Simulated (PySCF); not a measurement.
Compound: C₂H₆FNSi.
Atom-mapped SMILES: `[CH2:1]=[N:2][Si@@H:3]([CH3:4])[F:5]` (hydrogens: H6, H7 on C1; H8 on Si3; H9, H10, H11 on C4)

The same species was optimised twice, with GFN2-xTB and with PBE0-D3(BJ)/def2-SVP (PySCF), and the same property calculations (PySCF, gas phase) were run on both structures.

| coordinate | GFN2-xTB | PBE0-D3(BJ)/def2-SVP | change |
| --- | --- | --- | --- |
| Si3–H8 (Å) | 1.451 | 1.486 | +0.035 |
| Si3–C4 (Å) | 1.889 | 1.855 | -0.034 |
| N2–Si3 (Å) | 1.718 | 1.739 | +0.021 |
| C1–H7 (Å) | 1.088 | 1.107 | +0.019 |
| C1–H6 (Å) | 1.094 | 1.110 | +0.016 |
| C4–H9 (Å) | 1.085 | 1.100 | +0.015 |
| C4–H11 (Å) | 1.086 | 1.101 | +0.015 |
| C4–H10 (Å) | 1.087 | 1.101 | +0.014 |
| C1=N2 (Å) | 1.248 | 1.262 | +0.014 |
| Si3–F5 (Å) | 1.626 | 1.636 | +0.010 |
| C1–N2–Si3 (°) | 134.8 | 126.9 | -7.9 |
| N2–Si3–F5 (°) | 114.0 | 110.4 | -3.6 |
| C4–Si3–H8 (°) | 116.8 | 113.4 | -3.4 |
| F5–Si3–H8 (°) | 104.6 | 107.1 | +2.5 |
| C4–Si3–F5 (°) | 107.3 | 108.8 | +1.5 |
| N2–Si3–H8 (°) | 106.3 | 107.8 | +1.5 |
| N2–Si3–C4 (°) | 108.0 | 109.4 | +1.4 |
| Si3–C4–H10 (°) | 111.8 | 110.4 | -1.4 |
| C1–N2–Si3–C4 (°) | -115 | -119 | -4 |

Rotational constants: A = 5661, B = 3047, C = 2292 MHz (GFN2-xTB) against A = 5751, B = 3126, C = 2346 MHz (PBE0-D3(BJ)/def2-SVP). Point groups within 0.08 Å: C1 and C1.

On the GFN2-xTB structure: lowest singlet, TDDFT (eV) 4.15 [wB97X-D/def2-SVPD]; lowest triplet, Tamm–Dancoff (eV) 3.59 [wB97X-D/def2-SVPD]; isotropic polarisability (au) 56.9 [wB97X-D/def2-SVPD]; HOMO (eV) -9.25 [wB97X-D/def2-SVPD]; LUMO (eV) 0.79 [wB97X-D/def2-SVPD]; dipole (D) 1.28 [wB97X-D/def2-SVPD].

**Question.** What do these properties become on the PBE0-D3(BJ)/def2-SVP structure?

**Answer.** 
```csv
property,level,on GFN2-xTB,on PBE0-D3(BJ)/def2-SVP,change
"lowest singlet, TDDFT (eV)",wB97X-D/def2-SVPD,4.15,4.20,+0.05
"lowest triplet, Tamm–Dancoff (eV)",wB97X-D/def2-SVPD,3.59,3.63,+0.04
isotropic polarisability (au),wB97X-D/def2-SVPD,56.9,57.3,+0.4
HOMO (eV),wB97X-D/def2-SVPD,-9.25,-9.31,-0.06
LUMO (eV),wB97X-D/def2-SVPD,0.79,0.77,-0.02
dipole (D),wB97X-D/def2-SVPD,1.28,0.93,-0.35
"energy, GFN2-xTB geometry as zero (kcal/mol)",wB97X-D/def2-SVPD,0.0,-1.6,-1.6
```

The heavy atoms differ by 0.082 Å rms after alignment. Among all bonds Si3–C4 and Si3–H8 change most and about equally (-0.034 to +0.035 Å). Changes are differences of the printed values. Neither structure is proved a minimum here.

The values belong to the conformer `[CH2:1]=[N:2][Si@@H:3]([CH3:4])[F:5]`: C1–N2–Si3–C4 -119°.

wB97X-D is run here without its empirical dispersion term; that term would change no orbital, density or response property at a fixed geometry.
